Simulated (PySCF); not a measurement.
## One reaction down a group: Al, Ga, In

The same gas-phase reaction for Al, Ga, In:
- HBr + AlH → AlBr + 2 H
- HBr + GaH → GaBr + 2 H
- HBr + InH → InBr + 2 H

Method: PySCF energies (xtb for GFN2) plus ideal-gas RRHO corrections (1 bar). † marks an energy on the PBE0/def2-TZVP geometry and frequencies; other levels use their own. MP2 freezes the core. Open shells (unrestricted): H (multiplicity 2); the rest are closed-shell singlets. GFN2 has no spin-polarisation term. B3LYP is the form with VWN-RPA correlation. In: scalar-relativistic def2 core potential, no spin-orbit coupling. Br, Ga: all electrons, no relativistic terms. GaH, InH: computed as isolated molecules; such fragments, hydroxides, amides, oligomers or adducts are transient or little studied in the gas. MP2 isn't extrapolated to the basis-set limit. The harmonic model lacks anharmonicity and excited electronic states, which grow with temperature; levels with a mode under 35 cm⁻¹ are left out.

ΔH°(298 K) in kJ, by level:

| level | Al | Ga | In |
|---|---|---|---|
| ωB97M-V/def2-TZVP† | 219.1 | 232.6 | 230.7 |
| MP2/def2-TZVPP† | 196.0 | 204.8 | 197.7 |
| GFN2-xTB | 342.4 | 295.6 | 292.9 |
| PBE/def2-SVP | 204.8 | 211.1 | 212.3 |
| B3LYP/def2-TZVP† | 232.4 | 237.8 | 234.2 |

At ωB97M-V/def2-TZVP†, ΔH° is not monotonic: it is lowest for Al and highest for Ga, over a range of 13.5 kJ; the steps are +13.5, -1.9 kJ. 3 of the 5 levels shown give the same order; GFN2-xTB, PBE/def2-SVP order the members differently. The levels scatter most for Al (146.4 kJ between the highest and the lowest) and least for Ga (90.8 kJ). ΔS°(298 K) runs from 82.8 to 83.0 J/K, so TΔS° at 298 K spreads over 0.1 kJ among the members, against 13.5 kJ for ΔH°.

Free energies at ωB97M-V/def2-TZVP†:

```csv
member,"ΔS°(298 K), J/K","ΔG°(298 K), kJ","ΔG°(800 K), kJ",ΔG° changes sign
Al,82.8,194,148,2000 to 2500 K
Ga,82.8,208,161,2000 to 2500 K
In,83.0,206,159,2000 to 2500 K
```

The NASA 1993 table, where it holds all species, gives ΔH°(298 K) = 229 kJ for Al; its entries are part measured, part old estimates, and weren't checked at source. After a fit of one offset per element over all species, the range-separated, M06-2X, PBE0/def2-QZVP and CCSD(T)/def2-TZVPP enthalpies, where run, lie to one side of the table for AlH (-36 kJ/mol), AlBr (-34 kJ/mol): a fault of the table's entry, another state or a shared error of the levels is possible; this was not checked at source.
